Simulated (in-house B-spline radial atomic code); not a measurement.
# Correlation energy from the adiabatic connection: −Z/r, Z = 0.75, wall at 2.8 bohr

Two electrons in a singlet, external potential −Z/r, Z = 0.75, wall at 2.8 bohr (atomic units). Full CI in B-splines (partial waves to l = 8, correlation up to 0.6 % small) with the density held fixed gives W(λ) = <V_ee>_λ − U, and E_c is the integral of W(λ) − W(0) from 0 to 1.

| λ | W(λ) − W(0) (hartree) |
| --- | --- |
| 0 | 0.00000 |
| 0.02 | -0.00198 |
| 0.05 | -0.00489 |
| 0.12 | -0.01146 |
| 0.25 | -0.02285 |
| 0.4 | -0.03481 |
| 0.6 | -0.04903 |
| 0.8 | -0.06159 |
| 1 | -0.07273 |

(1) Integrate the table by the trapezoid rule.

(2) Now use only three numbers: W(0) = -0.69854, the initial slope W'(0) = -0.0996 (extrapolated from the first points) and the strong-coupling limit of the point-charge-plus-continuum model, W∞ = -0.77425. What do second-order theory and the interpolation W(λ) = W∞ + (W(0) − W∞)/√(1 + 2χλ) of Seidl, Perdew and Levy give?

Answers

(1) The strips give -0.00002, -0.00010, -0.00057, -0.00223, -0.00432, -0.00838, -0.01106, -0.01343, which sum to -0.04013 hartree. The direct value, W(1) − W(0) + T_c with T_c = 0.03250, is -0.04023; the curve is convex, so chords lie above it and the trapezoids fall short in size by 0.26 %.

(2) Second order keeps the slope alone: E_c = W'(0)/2 = -0.04980, +24 % in size against -0.04023. Matching the slope fixes χ = W'(0)/(W∞ − W(0)) = -0.0996/(-0.07571) = 1.31555. Integrating, with s = √(1 + 2χ) = 1.905543, E_c = −(W(0) − W∞)(s − 1)/(s + 1) = −0.07571 × 0.905543/2.905543 = -0.02360 hartree, -41.4 % in size against the full result. At λ = 1 the formula gives W − W(0) = -0.03598 against -0.07273. Part of the miss can come from the model's W∞, which here lies above the computed W at λ = 10, -0.90608.
